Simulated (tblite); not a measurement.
Compound: CH₂BF₃NP.
SMILES with atom numbers: `[N:1]#[C:2][BH2-:3][P+:4]([F:5])([F:6])[F:7]` (hydrogens: H8, H9 on B3)
Bond orders are those of one Lewis drawing.

Computed with GFN2-xTB (tblite), gas phase: L-BFGS steps from a force-field or distance-geometry start until the largest atomic force falls under 0.01 eV/Å.

Step 23: E = -656.4297 eV
```
atom  x, y, z in Å  |  force x, y, z in eV/Å
N1      2.2909   -1.1922    0.7112   -0.282   0.288  -0.155
C2      1.5936   -0.3876    0.2771    0.218  -0.227   0.124
B3      0.6631    0.7037   -0.3134    0.177  -0.024   0.022
P4     -0.9760   -0.1256    0.0062   -0.048  -0.027   0.000
F5     -1.3993   -0.5182    1.4665   -0.025   0.082   0.066
F6     -2.3557    0.5365   -0.3991   -0.023  -0.092   0.045
F7     -1.2842   -1.5418   -0.5994   -0.014   0.004  -0.103
H8      0.7909    0.8219   -1.4832   -0.006   0.018   0.037
H9      0.6903    1.7092    0.3088    0.003  -0.021  -0.036
```

Step 24: E = -656.4331 eV
```
atom  x, y, z in Å  |  force x, y, z in eV/Å
N1      2.2484   -1.2089    0.7170   -0.062   0.068  -0.035
C2      1.5798   -0.3872    0.2763    0.044  -0.069   0.037
B3      0.6697    0.7146   -0.3182    0.073   0.007  -0.003
P4     -0.9734   -0.1184    0.0021   -0.002  -0.044   0.030
F5     -1.3753   -0.5180    1.4672   -0.026   0.095   0.047
F6     -2.3700    0.5170   -0.3897   -0.022  -0.088   0.040
F7     -1.2601   -1.5413   -0.5981   -0.021   0.014  -0.109
H8      0.7978    0.8297   -1.4876    0.004   0.028   0.031
H9      0.6968    1.7183    0.3057    0.012  -0.011  -0.038
```

Step 25: E = -656.4350 eV
```
atom  x, y, z in Å  |  force x, y, z in eV/Å
N1      2.2112   -1.2241    0.7224    0.011   0.008  -0.001
C2      1.5686   -0.3863    0.2753   -0.002  -0.051   0.026
B3      0.6758    0.7251   -0.3229   -0.005   0.013  -0.011
P4     -0.9710   -0.1139   -0.0003    0.006  -0.047   0.037
F5     -1.3572   -0.5179    1.4685   -0.015   0.102   0.027
F6     -2.3829    0.4977   -0.3805    0.003  -0.084   0.038
F7     -1.2419   -1.5416   -0.5974   -0.013   0.034  -0.103
H8      0.8060    0.8392   -1.4911    0.004   0.025   0.013
H9      0.7050    1.7276    0.3007    0.009  -0.001  -0.025
```

**Question.** Estimate the geometry and energy of step 26. (The exact step hangs on the optimiser's Hessian estimate; all steps are aligned on step 25, rigid shifts and turns removed.)

**Answer.** E = -656.4362 eV, largest force 0.198 eV/Å
```
atom  x, y, z in Å  |  force x, y, z in eV/Å
N1      2.1869   -1.2332    0.7256    0.126  -0.133   0.074
C2      1.5608   -0.3869    0.2752   -0.094   0.068  -0.038
B3      0.6804    0.7315   -0.3258   -0.064   0.005  -0.009
P4     -0.9692   -0.1115   -0.0013    0.024  -0.021   0.021
F5     -1.3453   -0.5149    1.4698   -0.009   0.084   0.027
F6     -2.3911    0.4827   -0.3734    0.004  -0.066   0.028
F7     -1.2300   -1.5405   -0.5997   -0.007   0.028  -0.086
H8      0.8111    0.8456   -1.4927    0.009   0.020  -0.010
H9      0.7100    1.7330    0.2970    0.011   0.014  -0.007
```

The energy changes by -0.0012 eV. The first-order estimate −F·Δx gives -0.0017 eV and the mean of the old and new forces, exact on a quadratic surface, -0.0012 eV. The step makes an angle of 78° with the force vector and moves no atom by more than 0.026 Å.

What follows is the cost of the whole relaxation. Time: 0.17 s. Hardware: Intel Xeon Platinum 8488C, one thread, no GPU, shared host.
